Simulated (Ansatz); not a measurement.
Ansatz (a program for electronic structure) input (B3LYP-D3(BJ)/def2-TZVP):

Ansatz 0.2 input:
```yaml
crystal:
  periodic: [false, false, false]
  atoms:
    - {symbol: C, position_ang: [0.14110905, -1.77674784, -0.18757834]}
    - {symbol: C, position_ang: [-0.36378972, -0.36768104, -0.11509031]}
    - {symbol: O, position_ang: [0.40425750, 0.63353323, 0.47098283]}
    - {symbol: C, position_ang: [1.04360719, 0.29451164, 1.67177276]}
    - {symbol: O, position_ang: [-1.00935920, 0.03964914, -1.26274596]}
    - {symbol: C, position_ang: [-1.17235213, 1.42327871, -1.44367511]}
    - {symbol: H, position_ang: [0.16041817, -2.23949805, 0.79775481]}
    - {symbol: H, position_ang: [-0.53694825, -2.33439276, -0.82605127]}
    - {symbol: H, position_ang: [1.14871578, -1.83561011, -0.61648415]}
    - {symbol: H, position_ang: [1.83216427, -0.44808982, 1.51409903]}
    - {symbol: H, position_ang: [0.33144371, -0.09231134, 2.40882404]}
    - {symbol: H, position_ang: [1.48667295, 1.21607118, 2.04674100]}
    - {symbol: H, position_ang: [-1.68267810, 1.87738596, -0.58851475]}
    - {symbol: H, position_ang: [-1.77873896, 1.53904044, -2.34050353]}
    - {symbol: H, position_ang: [-0.20719828, 1.92012984, -1.57781603]}
basis:
  gaussian:
    orbitals: def2-TZVP
hamiltonian:
  xc: b3lyp
  dispersion: d3bj
magnetization: {spin_polarized: true, initial_magnetization: 1}
relax: {f_tol: 0.002, max_steps: 150}
```

End of the output:

```
Atom 1 at    -0.235813    -0.357868    -0.188868 Å, force    -0.000377     0.000185     0.000035 eV/Å
Atom 2 at     0.675923     0.533984     0.333605 Å, force    -0.000266    -0.000056    -0.000866 eV/Å
Atom 3 at     1.046317     0.326304     1.687178 Å, force     0.000201    -0.000276     0.000964 eV/Å
Atom 4 at    -0.749578     0.081174    -1.367115 Å, force     0.000055    -0.000153     0.000813 eV/Å
Atom 5 at    -1.197899     1.434405    -1.399105 Å, force     0.000069    -0.000088    -0.000160 eV/Å
Atom 6 at     0.349964    -2.189503     0.766091 Å, force    -0.000021     0.000197     0.000073 eV/Å
Atom 7 at    -0.707919    -2.377362    -0.635765 Å, force    -0.000050    -0.000145    -0.000050 eV/Å
Atom 8 at     1.004053    -1.976724    -0.868012 Å, force     0.000096    -0.000104    -0.000043 eV/Å
Atom 9 at     1.675892    -0.560621     1.801094 Å, force     0.000095    -0.000024    -0.000039 eV/Å
Atom 10 at     0.160960     0.223016     2.321050 Å, force    -0.000013     0.000041    -0.000561 eV/Å
Atom 11 at     1.613350     1.203494     1.992331 Å, force    -0.000026     0.000085     0.000102 eV/Å
Atom 12 at    -1.901314     1.623389    -0.583521 Å, force    -0.000061    -0.000059     0.000045 eV/Å
Atom 13 at    -1.699746     1.562782    -2.355687 Å, force     0.000047    -0.000119     0.000049 eV/Å
Atom 14 at    -0.362178     2.129929    -1.322663 Å, force     0.000206     0.000042    -0.000006 eV/Å
Dipole moment:     0.042804     0.050038     0.259819 e Å
```

It need not be the lowest isomer of its formula.
